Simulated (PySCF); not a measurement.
GeOCl2, SMILES [O]=[Ge]([Cl])[Cl].

Geometry: PBE0-D3(BJ)/def2-SVP.

Method: r2SCAN/def2-TZVPD (PySCF).

Isolated molecule, no solvent.

Computed frontier levels, gap, dipole moment and polarisability:
```yaml
highest_occupied_level: -7.67 eV
lowest_empty_level: -3.67 eV
orbital_gap: 4.00 eV
dipole_moment: 2.55 D
quadrupole, principal values (traceless, Buckingham form, about the centre of nuclear charge): -9.21, 3.32, 5.88 D·Å
mean_static_polarisability: 61.1 bohr³ (9.05 Å³)
polarisability_principal_values: 43.9, 67.6, 71.7 bohr³
```
